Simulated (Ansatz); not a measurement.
Geometry optimisation, Ansatz 0.2.0, RKS LDA/def2-SVP.

The input (input.yaml):

```yaml
crystal:
  periodic: [false, false, false]
  atoms:
    - { symbol: Ge, position_ang: [0.153642, 0.017809, -0.028902] }
    - { symbol: Cl, position_ang: [0.714329, -0.055119, 2.082473] }
    - { symbol: H, position_ang: [1.648589, -0.043898, -0.352951] }
    - { symbol: O, position_ang: [-0.678741, 1.444588, -0.584868] }
    - { symbol: H, position_ang: [-1.634063, 1.228142, -0.630223] }
    - { symbol: O, position_ang: [-0.962127, -1.28636, -0.38677] }
    - { symbol: H, position_ang: [-0.89773, -2.001563, 0.279942] }
basis:
  gaussian: { orbitals: def2-SVP }
hamiltonian:
  xc: lda
relax:
  f_tol: 0.03
  max_steps: 50
```

Command:

```bash
$ ansatz run input.yaml --threads 2 --pin off --max-ram 3072MiB --backend cpu --events-out ev --progress --plain --runs-dir out
```

Q: Where does it end, and by what steps?

A: It converged. After 9 steps the energy has fallen by 0.284 eV; Cl2 moved furthest, 0.35 Å.

```
step  energy less start (eV)  largest force component (eV/Å)  accepted
   0                  0.0000                           0.937       yes
   1                 -0.2224                           0.485       yes
   2                 -0.2163                           0.883        no
   3                 -0.2687                           0.097       yes
   4                 -0.2750                           0.084       yes
   5                 -0.2795                           0.217       yes
   6                 -0.2813                           0.149       yes
   7                 -0.2834                           0.142       yes
   8                 -0.2840                           0.075       yes
   9                 -0.2843                           0.014       yes
```

```xyz
7
Properties=species:S:1:pos:R:3
Ge 0.214 -0.023 -0.028
Cl 0.367 -0.026 2.123
H 1.605 -0.018 -0.667
O -0.608 1.404 -0.613
H -1.564 1.373 -0.416
O -0.776 -1.425 -0.408
H -0.895 -1.981 0.388
```

Whether the end is a true minimum wasn't checked by a vibrational analysis.

The run took 11 s on 2 threads of Arm Neoverse V1, with other jobs on the host, peak memory 0.13 GiB.
